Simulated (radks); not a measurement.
Values are calculated unless marked as measured or tabulated.
Question: Ionisation of Cd, [Kr] 4d10 5s2, to Cd+, [Kr] 4d10 5s1, under several functionals. Scalar-relativistic Kohn-Sham, spin-polarised, spherical densities, finite nucleus; open shells are filled with parallel spins first (spin-orbit coupling, left out, can overturn this in heavy ions); a radial shooting solver on a logarithmic mesh with Libxc functionals. Known Delta-SCF values: LDA (Slater exchange, Perdew-Zunger correlation) 9.439 eV. What does RPBE give, and what is its highest occupied eigenvalue?

Answer: 8.910 eV by Delta-SCF; the 5s eigenvalue is -5.546 eV. NIST: 8.994 eV (measured).
